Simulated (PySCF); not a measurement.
C4H4N4.
Geometry (GFN2-xTB, Å), atoms numbered from 1 in this order:
```xyz
12
C4H4N4 angstrom
C      2.1347    0.1424    0.1265
N      0.7225   -0.0792    0.1764
N      0.2029   -1.2629    0.4034
C     -1.1033   -1.0798    0.3534
C     -1.3325    0.2845    0.0817
C     -2.5620    0.9476   -0.0581
N     -3.5861    1.4501   -0.1648
N     -0.1396    0.8764   -0.0221
H      2.3282    1.1898    0.3480
H      2.6191   -0.5022    0.8575
H      2.5201   -0.0933   -0.8676
H     -1.8029   -1.8741    0.5043
```

NICS = −σ at a ghost point: NICS(0) at the centroid of the ring atoms, NICS(1) 1 Å to either side along the normal of their mean plane, zz for the tensor component along that normal. Level: GIAO PBE0/pcSseg-1 (PySCF, non-relativistic, gas phase) on the GFN2-xTB geometry, one conformer.

Ring bond lengths (Å), with Mayer bond orders in brackets: N2–N3 1.313 (1.23), N3–C4 1.320 (1.53), C4–C5 1.410 (1.27), C5–N8 1.336 (1.39), N8–N2 1.302 (1.27).

Task: What do the NICS probes read (ppm)?

Result: 
| ring | type | NICS(0) | NICS(1), two faces | NICS(1)zz, two faces | rms pucker (Å) | centre to ring atoms, mean (Å) |
| --- | --- | --- | --- | --- | --- | --- |
| N2–N3–C4–C5–N8 | 5-membered ring with 3 N; formal bonds all aromatic | -14.2 | -13.4 / -13.5 | -32.8 / -33.2 | 0.00 | 1.14 |

Task: What can be read from them?

Result: 
- N2–N3–C4–C5–N8: mean NICS(1)zz -33.0 ppm, shielded. For a flat ring without four-coordinate atoms the NICS criterion counts such a value as aromatic.

Task: How equal are the bonds by HOMA? Use HOMA with the parameters of Krygowski (1993).

Result: 
- N2–N3–C4–C5–N8: HOMA 0.97; the largest term is that of C4–C5, α(R − Ropt)² = 0.12. The geometric and the magnetic index point the same way.

Task: At the second NICS(1) probe listed for ring N2–N3–C4–C5–N8, 1 Å off the ring, what do the in-plane components average?

Result: The isotropic value is a third of the trace: (3 × -13.5 − (-33.2))/2 = -3.6 ppm.

Task: List the ring angles and the Hirshfeld charges of the ring atoms.

Result: 
- N2–N3–C4–C5–N8: N2 115.2° (+0.115 e), N3 105.1° (-0.122 e), C4 107.6° (-0.010 e), C5 107.4° (+0.023 e), N8 104.7° (-0.109 e); sum 540.0° against 540° for a flat convex ring.
